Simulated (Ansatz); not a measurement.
Steps of a relaxation of CH6BClOSi, SMILES `COB([SiH3])Cl` with RKS PBE-D4/def2-SVP.

```sh
$ ansatz run in.yaml --threads 4 --pin off --events-out ev --progress --plain --max-ram 10444MiB
```

```yaml
crystal:
  periodic: [false, false, false]
  atoms:
    - {symbol: C, position_ang: [0.547000, -1.061200, 1.454500]}
    - {symbol: O, position_ang: [1.154700, -0.022200, 0.698300]}
    - {symbol: B, position_ang: [0.114000, 0.856200, 0.067900]}
    - {symbol: Si, position_ang: [-0.423000, 0.496700, -1.716500]}
    - {symbol: Cl, position_ang: [-0.435100, 2.354800, 0.951400]}
    - {symbol: H, position_ang: [-0.133700, -1.648300, 0.790500]}
    - {symbol: H, position_ang: [-0.079700, -0.577200, 2.274700]}
    - {symbol: H, position_ang: [1.303200, -1.652900, 1.901300]}
    - {symbol: H, position_ang: [-1.951400, 0.319000, -1.635700]}
    - {symbol: H, position_ang: [-0.161400, 1.616800, -2.569700]}
    - {symbol: H, position_ang: [0.130800, -0.738600, -2.196200]}
basis:
  gaussian: {orbitals: def2-SVP}
hamiltonian: {xc: pbe, dispersion: d4}
relax: {f_tol: 0.03, max_steps: 200}
```

Positions (Å) and forces (eV/Å) along the path, 12 of 29 steps:

```xyz
11
step=1 energy=-24235.7997 eV
C     0.547   -1.061    1.454   -1.886    1.744   -0.202
O     1.155   -0.022    0.698   -2.328    2.224   -1.278
B     0.114    0.856    0.068    3.257   -0.447    3.270
Si   -0.423    0.497   -1.716   -2.190   -0.459   -0.347
Cl   -0.435    2.355    0.951    0.292   -0.971   -0.344
H    -0.134   -1.648    0.790    0.104   -0.331    0.320
H    -0.080   -0.577    2.275    0.305   -0.670   -0.334
H     1.303   -1.653    1.901    1.200   -1.133    0.621
H    -1.951    0.319   -1.636    0.375    0.052   -0.182
H    -0.161    1.617   -2.570    0.301    1.057   -0.952
H     0.131   -0.739   -2.196    0.570   -1.067   -0.571
11
step=2 energy=-24236.3036 eV
C     0.524   -1.025    1.490   -0.348    0.464    0.085
O     1.156    0.018    0.743   -1.570    1.305   -1.167
B     0.272    0.915    0.045    1.047   -1.172    2.538
Si   -0.462    0.500   -1.747   -0.560    0.060   -0.361
Cl   -0.428    2.255    1.051    0.320   -0.308   -0.524
H    -0.141   -1.652    0.848    0.103   -0.009    0.024
H    -0.101   -0.618    2.332    0.188   -0.045   -0.275
H     1.307   -1.652    1.925    0.325   -0.304    0.118
H    -1.973    0.326   -1.700    0.210    0.030    0.116
H    -0.207    1.626   -2.673    0.092    0.313   -0.372
H     0.118   -0.749   -2.293    0.193   -0.333   -0.182
11
step=3 energy=-24236.4870 eV
C     0.522   -1.034    1.522    0.295   -0.246    0.099
O     1.084    0.036    0.752   -0.651   -0.262    0.030
B     0.220    0.867    0.098    0.181    0.407    0.481
Si   -0.484    0.515   -1.782    0.093    0.107   -0.114
Cl   -0.361    2.312    1.037    0.073   -0.317   -0.412
H    -0.113   -1.713    0.903    0.112    0.117   -0.044
H    -0.107   -0.667    2.368    0.117    0.134   -0.102
H     1.358   -1.634    1.943   -0.101    0.113   -0.069
H    -1.978    0.346   -1.722   -0.056   -0.035   -0.011
H    -0.203    1.653   -2.738   -0.007   -0.046    0.109
H     0.129   -0.738   -2.362   -0.056    0.028    0.033
11
step=9 energy=-24236.6026 eV
C     0.545   -1.117    1.679    0.052    0.098    0.197
O     0.801   -0.133    0.709   -0.050   -0.280   -0.294
B     0.114    0.806    0.037    0.029    0.086    0.072
Si   -0.488    0.601   -1.902    0.052    0.001    0.006
Cl   -0.322    2.330    0.877   -0.086    0.036    0.053
H    -0.118   -1.911    1.266    0.046    0.016    0.015
H     0.067   -0.689    2.588   -0.015    0.034   -0.026
H     1.509   -1.575    1.978   -0.038   -0.013   -0.023
H    -1.988    0.421   -1.917    0.015    0.008    0.008
H    -0.175    1.820   -2.729   -0.001    0.003   -0.003
H     0.121   -0.608   -2.566   -0.003    0.011   -0.004
11
step=12 energy=-24236.8263 eV
C     0.575   -1.090    1.762   -0.600    0.271    0.046
O     0.635   -0.438    0.455   -0.449   -0.423    0.681
B     0.024    0.679   -0.020    0.180   -0.176    0.413
Si   -0.451    0.671   -2.009    0.047    0.169    0.165
Cl   -0.485    2.027    1.083    0.088   -0.421   -0.252
H    -0.260   -1.889    1.719    0.940    0.953    0.065
H     0.359   -0.356    2.624    0.212   -0.674   -1.008
H     1.554   -1.612    1.936   -0.429    0.312   -0.113
H    -1.952    0.505   -2.063    0.016   -0.008   -0.050
H    -0.111    1.942   -2.747   -0.002   -0.028    0.040
H     0.179   -0.497   -2.721   -0.003    0.024    0.011
11
step=13 energy=-24236.9197 eV
C     0.575   -1.079    1.796   -0.639    0.088   -0.449
O     0.523   -0.570    0.422   -0.053   -0.094    0.595
B     0.028    0.603   -0.051   -0.218   -0.312    0.709
Si   -0.450    0.698   -2.028    0.146    0.095   -0.007
Cl   -0.487    1.887    1.119    0.135   -0.133   -0.296
H    -0.265   -1.862    1.875    1.000    0.762    0.038
H     0.411   -0.268    2.575    0.132   -0.517   -0.683
H     1.582   -1.558    1.923   -0.508    0.153    0.021
H    -1.950    0.548   -2.124    0.030   -0.012    0.005
H    -0.092    1.993   -2.719    0.007   -0.072    0.095
H     0.190   -0.449   -2.768   -0.031    0.042   -0.027
11
step=14 energy=-24236.9690 eV
C     0.578   -1.056    1.773   -0.604   -0.571   -0.238
O     0.417   -0.704    0.359    0.016    0.301    1.299
B    -0.063    0.507   -0.021    0.076   -0.086   -0.376
Si   -0.446    0.701   -2.009    0.030    0.064   -0.036
Cl   -0.469    1.861    1.104    0.130   -0.377   -0.120
H    -0.195   -1.854    2.022    0.424    0.760   -0.166
H     0.449   -0.153    2.423    0.078   -0.428   -0.182
H     1.563   -1.548    1.938   -0.037    0.341   -0.235
H    -1.942    0.549   -2.149   -0.003    0.053   -0.101
H    -0.037    2.033   -2.602   -0.074   -0.094    0.106
H     0.210   -0.393   -2.817   -0.035    0.037    0.048
11
step=15 energy=-24237.0404 eV
C     0.564   -1.070    1.783    0.265    0.171    0.385
O     0.355   -0.689    0.435    0.176   -0.707    0.032
B    -0.068    0.480   -0.044   -0.340    0.296   -0.352
Si   -0.459    0.672   -2.025    0.065    0.092    0.069
Cl   -0.438    1.859    1.022   -0.003    0.187    0.219
H    -0.218   -1.785    2.109   -0.025   -0.034   -0.135
H     0.542   -0.192    2.461   -0.022    0.013    0.013
H     1.558   -1.560    1.867   -0.124   -0.002   -0.061
H    -1.940    0.525   -2.257   -0.053   -0.046   -0.001
H    -0.091    2.057   -2.474    0.055    0.040   -0.107
H     0.261   -0.353   -2.856    0.005   -0.011   -0.061
11
step=23 energy=-24237.0669 eV
C     0.627   -1.041    1.796   -0.011   -0.006    0.006
O     0.371   -0.717    0.431    0.003    0.000    0.008
B    -0.184    0.418   -0.037   -0.003    0.004   -0.023
Si   -0.470    0.678   -2.030    0.000    0.000    0.004
Cl   -0.693    1.733    1.073    0.001    0.002    0.010
H    -0.068   -1.848    2.107    0.005   -0.001    0.001
H     0.492   -0.164    2.460    0.000   -0.001    0.000
H     1.665   -1.420    1.873    0.005    0.001    0.001
H    -1.941    0.839   -2.319   -0.001    0.001   -0.001
H     0.215    1.940   -2.490    0.001    0.000   -0.001
H     0.052   -0.475   -2.845    0.000   -0.001   -0.003
11
step=26 energy=-24237.0675 eV
C     0.625   -1.043    1.798    0.008   -0.011    0.021
O     0.366   -0.719    0.433   -0.013    0.014   -0.006
B    -0.184    0.418   -0.038    0.012   -0.019    0.007
Si   -0.473    0.677   -2.030    0.002   -0.003   -0.003
Cl   -0.679    1.741    1.070   -0.002    0.006    0.003
H    -0.006   -1.911    2.081    0.016    0.020   -0.007
H     0.407   -0.190    2.473    0.003   -0.018   -0.013
H     1.690   -1.335    1.891   -0.024    0.008   -0.001
H    -1.938    0.897   -2.311   -0.002    0.000   -0.001
H     0.261    1.906   -2.502    0.001    0.001    0.000
H    -0.004   -0.501   -2.843   -0.001    0.001    0.001
11
step=28 energy=-24237.0675 eV rejected
C     0.621   -1.045    1.799    0.004   -0.011    0.020
O     0.356   -0.722    0.435   -0.025   -0.008    0.001
B    -0.187    0.418   -0.037    0.044    0.025    0.001
Si   -0.476    0.676   -2.030   -0.010   -0.003    0.000
Cl   -0.651    1.756    1.067   -0.010   -0.016   -0.004
H     0.045   -1.956    2.062    0.024    0.036   -0.009
H     0.342   -0.215    2.480    0.013   -0.028   -0.017
H     1.703   -1.269    1.901   -0.038    0.010    0.002
H    -1.936    0.930   -2.309    0.002   -0.001   -0.002
H     0.285    1.886   -2.509   -0.001   -0.004    0.006
H    -0.036   -0.516   -2.839   -0.002    0.001    0.002
11
step=29 energy=-24237.0677 eV
C     0.622   -1.044    1.798    0.002   -0.003    0.007
O     0.358   -0.721    0.434    0.000    0.002   -0.002
B    -0.183    0.420   -0.037   -0.004   -0.002    0.007
Si   -0.475    0.676   -2.030    0.000    0.002   -0.006
Cl   -0.665    1.749    1.069    0.003   -0.002   -0.004
H     0.031   -1.943    2.068    0.008    0.012   -0.004
H     0.361   -0.208    2.478    0.003   -0.010   -0.006
H     1.699   -1.287    1.898   -0.014    0.004    0.000
H    -1.936    0.923   -2.309    0.003   -0.001    0.003
H     0.281    1.890   -2.509   -0.001   -0.003    0.002
H    -0.029   -0.513   -2.840   -0.001    0.002    0.002
```

Hardware: 4 threads of an Arm Neoverse V2 on a shared host. Wall time 38 s, peak host memory 0.19 GiB.
